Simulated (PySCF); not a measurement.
Species: 2-chlorobenzoyl chloride, C₇H₄Cl₂O.
Cartesian coordinates in Å at the GFN2-xTB level; atoms count from 1:
```xyz
14
C7H4Cl2O angstrom
O      3.007    1.051    0.094
C      2.310    0.097   -0.026
Cl     3.108   -1.481   -0.257
C      0.846    0.028   -0.012
C      0.159   -1.180   -0.171
C     -1.218   -1.230   -0.155
C     -1.950   -0.064    0.021
C     -1.298    1.143    0.181
C      0.090    1.201    0.166
Cl     0.826    2.736    0.372
H      0.727   -2.086   -0.309
H     -1.723   -2.175   -0.280
H     -3.029   -0.096    0.035
H     -1.855    2.056    0.319
```

Mayer bond orders were computed from the PBE0/pcSseg-1 density (PySCF). Geometry: GFN2-xTB, one conformer, isolated molecule. GFN2-xTB frequencies show an imaginary mode (27i cm⁻¹), so this geometry is no minimum at that level.

Question: The orders 0.96, 1.19, 1.27, 1.38, 1.48, 2.06 belong to the bonds O1–C2, C2–C4, C5–C6, C8–C9, C9–C4, C9–Cl10, in another order. Match them.

Answer: C2–C4 0.96; C9–Cl10 1.19; C9–C4 1.27; C8–C9 1.38; C5–C6 1.48; O1–C2 2.06.

Question: Set the orders of all bonds between heavy atoms beside their lengths and the difference of the ESP-fitted charges at their ends.

Answer: 
```csv
bond,Mayer order,length (Å),q(first) − q(second) (e)
O1–C2,2.064,1.187,-0.536
C5–C6,1.477,1.378,-0.586
C7–C8,1.436,1.381,-0.354
C6–C7,1.404,1.388,+0.361
C8–C9,1.382,1.389,+0.329
C4–C5,1.364,1.399,+0.972
C9–C4,1.270,1.407,-0.721
C9–Cl10,1.187,1.715,-0.263
C2–Cl3,0.976,1.783,+0.383
C2–C4,0.958,1.466,-0.223
```

For a closed shell the Mayer order of atoms A and B is Σ (PS)μν (PS)νμ over the basis functions μ on A and ν on B, with P the density and S the overlap matrix.
